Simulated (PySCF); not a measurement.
Cl$_{4}$Te, charge +1, doublet, geometry from GFN2-xTB (a state made from the parent by changing its charge; the spin is typed, not shown lowest) (all electrons, no relativity). Base run: PySCF with M062X/3-21G.

Here is a job for PySCF.
```python
from pyscf import gto, scf, dft

mol = gto.Mole()
mol.atom = '''
    Te   -0.00572274    0.01236630    0.26693104
    Cl    1.11337271   -1.43495632   -1.08899499
    Cl    1.85279584    1.50725672    0.73992591
    Cl   -1.06293622    1.32596783   -1.26356022
    Cl   -1.88572747   -1.43609457    0.79613434
'''
mol.basis = '3-21g'
mol.charge = 1
mol.spin = 1
mol.verbose = 4
mol.build()

mf = dft.UKS(mol)
mf.xc = 'm062x'
mf.kernel()
```

Each row names what was changed in the base input (with any setting that the change needs).

| change | E (Eh) | HOMO (eV) | <S^2> | core-seconds (rough) |
|---|---|---|---|---|
| base | -8417.15047 | -15.51 | 0.779 | 20 |
| functional = bp86 | -8417.60826 | -13.38 | 0.753 | 10 |
| functional = lc_wpbe | -8415.66167 | -17.01 | 0.802 | 30 |
| functional = b3lyp; dispersion = d3zero | -8416.97550 | -14.19 | 0.762 | 10 |
| functional = wb97x_v | -8416.17863 | -16.57 | 0.789 | 100 |
| functional = tpssh | -8416.65148 | -13.88 | 0.760 | 30 |
| functional = b97m_v | -8415.50208 | -13.63 | 0.756 | 100 |
| functional = o3lyp | -8418.54177 | -13.79 | 0.758 | 20 |
| functional = pbe0; dispersion = d3bj | -8415.90700 | -14.51 | 0.767 | 20 |
| functional = mn15 | -8415.70722 | -14.95 | 0.768 | 20 |
| functional = hse06 | -8415.86685 | -14.12 | 0.765 | 30 |
| functional = pbe0; dispersion = d3bjm | -8415.92557 | -14.51 | 0.767 | 20 |
| functional = pw6b95 | -8420.38080 | -14.53 | 0.766 | 20 |

Absolute energies of different levels of theory aren't comparable as measures of quality.

Open shells are given as the SCF converged; they aren't shown to be the lowest states, and a large step between rows can be another state.
